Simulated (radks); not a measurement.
Values are calculated unless marked as measured or tabulated.
Valence configurations of neutral rhodium (all share [Kr]). Code: a radial shooting solver on a logarithmic mesh with Libxc functionals. Model: scalar-relativistic Kohn-Sham, PBE, spin-polarised, spherical densities, finite nucleus; open shells are filled with parallel spins first (spin-orbit coupling, left out, can overturn this in heavy ions); Fermi nuclear charge, rms radius 4.4945 fm. Energies are relative to 4d8 5s1; eigenvalues in eV for spin up.

valence,E (eV),moment (Bohr magnetons),e(4d),e(5p),e(5s)
4d8 5s1,0.000,3,-6.520,-,-4.762
4d7 5s1 5p1,4.987,5,-10.994,-2.476,-6.970
4d8.5 5s0.5,-0.059,2,-5.152,-,-4.123
4d8 5p1,3.761,3,-8.127,-1.947,-
4d7 5s2,2.005,3,-9.565,-,-5.628
4d8 5s0.5 5p0.5,1.849,3,-7.369,-1.563,-5.331
4d9,-0.006,1,-3.876,-,-
4d6 5s1 5p2,12.164,7,-15.422,-3.642,-8.874
4d5 5s2 5p2,18.740,7,-18.997,-4.098,-9.799
4d6.5 5s1 5p1.5,8.301,6,-13.202,-3.074,-7.946

NIST lists [Kr] 4d8 5s1 as the ground configuration; this level of theory puts 4d8.5 5s0.5 lower, by 0.059 eV. The energies are those of spherical high-spin densities, not of single terms.
